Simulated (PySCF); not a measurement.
CH5BrOSi, SMILES C[SiH](O)Br. Heavy atoms are numbered as in [SiH:1]([CH3:2])([OH:3])[Br:4]. Hydrogens are named by the atom that carries them.

Geometry optimised at PBE-D3(BJ)/def2-SVP. This is a generated structure with no PubChem entry under its InChIKey; it may be hypothetical. One conformer was computed; it need not be the lowest.

Level of theory: PySCF with PBE/def2-TZVP.

ESP charges are fitted to the potential on shells at 1.4 to 2.0 van der Waals radii. Atomic charges (e), one atom of each kind:

```json
[
 {"atom": "Si1 (SiH)", "Mulliken": "0.46", "ESP fit": "0.45"},
 {"atom": "C2 (CH3)", "Mulliken": "-0.46", "ESP fit": "-0.60"},
 {"atom": "O3 (OH)", "Mulliken": "-0.47", "ESP fit": "-0.58"},
 {"atom": "Br4", "Mulliken": "-0.24", "ESP fit": "-0.19"},
 {"atom": "H on Si1", "Mulliken": "-0.02", "ESP fit": "-0.02"},
 {"atom": "H on C2", "Mulliken": "0.14", "ESP fit": "0.19"},
 {"atom": "H on O3", "Mulliken": "0.31", "ESP fit": "0.41"}
]
```

Computed Mayer and Wiberg (Löwdin basis) orders of the bonds:
```csv
bond,Mayer,Wiberg
Si1–C2,1.00,1.24
Si1–O3,1.24,1.69
Si1–Br4,1.11,1.69
```
